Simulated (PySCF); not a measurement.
CH8GeNP.
Cartesian coordinates in Å at the PBE0-D3(BJ)/def2-SVP level; atoms count from 1:
```
atom  x, y, z in Å
C1    -1.725    0.478    0.186
N2    -0.976   -0.749    0.323
Ge3    0.722   -0.873   -0.355
P4     2.209    0.657    0.620
H5    -1.691    0.823   -0.861
H6    -2.788    0.314    0.427
H7    -1.370    1.320    0.817
H8    -1.080   -1.170    1.241
H9     1.230   -2.289   -0.026
H10    0.607   -0.655   -1.878
H11    1.696    1.768   -0.120
H12    3.233    0.389   -0.342
```

Level of theory: PBE0-D3(BJ)/def2-SVP geometry optimisation, gas phase in PySCF 2.14.0.

Masses are those of the commonest isotopes; rigid-rotor values at the optimised geometry. The values belong to one conformer with, in the numbering `[CH3:1][NH:2][GeH2:3][PH2:4]`, C1–N2–Ge3–P4 61°, N2–Ge3–P4–H -76° and -170°.

(1) Give the principal moments of inertia and the rotational constants in GHz.

(2) What kind of rotor is it?

(3) What does the inertial defect say?

(4) Give the other two planar moments, Paa and Pbb, and the rms extents of the mass along the axes.

(5) Where do the levels up to J = 4 lie, in cm⁻¹?

(6) Which types of transition are allowed, and where do some lines up to J = 4 fall?

(7) Estimate the classical rotational partition function at 10 K, 25 K and 100 K.

Answers

(1) Ia = 99.46, Ib = 232.75, Ic = 306.44 u·Å²; 505379 MHz·u·Å²/I gives 5081, 2171 and 1649 MHz, that is A = 5.0810, B = 2.1713, C = 1.6492 GHz.

(2) An asymmetric top. Ray's parameter κ = (2B − A − C)/(A − C) = -0.696; −1 is the prolate and +1 the oblate limit.

(3) Not planar: Δ = Ic − Ia − Ib = -25.77 u·Å². For a rigid frame Δ = −2 Σ m c², so Σ m c² = 12.89 u·Å² lies off the ab plane: 8.58 from hydrogen and 4.31 from heavier atoms. The atom farthest from that plane is 1.51 Å away.

(4) Paa = Σ m a² = (Ib + Ic − Ia)/2 = 219.86 and Pbb = Σ m b² = (Ia + Ic − Ib)/2 = 86.58 u·Å². With the mass M = 138.96 u, the rms extents √(P/M) along a, b and c are 1.26, 0.79, 0.30 Å.

(5) Above 0(0,0):
J = 1: 1(0,1) 0.1274, 1(1,1) 0.2245, 1(1,0) 0.2419
J = 2: 2(0,2) 0.3802, 2(1,2) 0.4620, 2(1,1) 0.5142, 2(2,1) 0.8054, 2(2,0) 0.8075
J = 3: 3(0,3) 0.7541, 3(1,3) 0.8169, 3(1,2) 0.9212, 3(2,2) 1.1877, 3(2,1) 1.1982, 3(3,1) 1.7178, 3(3,0) 1.7179
J = 4: 4(0,4) 1.2442, 4(1,4) 1.2880, 4(1,3) 1.4610, 4(2,3) 1.6958, 4(2,2) 1.7260, 4(3,2) 2.2314, 4(3,1) 2.2325, 4(4,1) 2.9683, 4(4,0) 2.9683

(6) The dipole components are |μa| = 0.55 D, |μb| = 0.25 D, |μc| = 0.20 D. Intensities carry the squares of the components, which stand as 1.00 : 0.21 : 0.13 (a : b : c). Some lines, for components of 0.1 D or more:

```csv
type,branch,"J(Ka,Kc)",MHz,lower level (cm⁻¹)
a,Q,"1(1,0) ← 1(1,1)",522,0.224
a,Q,"3(1,2) ← 3(1,3)",3128,0.817
b,R,"3(1,2) ← 2(2,1)",3473,0.805
b,R,"2(1,2) ← 1(0,1)",10029,0.127
c,Q,"4(3,2) ← 4(2,2)",15151,1.726
b,Q,"3(3,0) ← 3(2,1)",15582,1.198
c,R,"4(1,3) ← 3(0,3)",21191,0.754
b,Q,"4(4,0) ← 4(3,1)",22058,2.233
b,R,"3(2,1) ← 2(1,2)",22072,0.462
b,R,"4(2,3) ← 3(1,2)",23221,0.921
b,R,"4(2,2) ← 3(1,3)",27254,0.817
c,R,"4(3,2) ← 3(2,2)",31289,1.188
```

(7) Point group C1, symmetry number σ = 1; q = (√π/σ)·√((kT/h)³/(ABC)), k/h = 20836.6 MHz/K: 1250 at 10 K, 4940 at 25 K, 39500 at 100 K.

PBE0-D3(BJ)/def2-SVP frequencies: not computed here. Zero-point vibration and centrifugal distortion are left out. A rigid rotor knows nothing of inversion at nitrogen or internal rotation, which can split or shift real lines. Quadrupole hyperfine structure (14N) is left out.
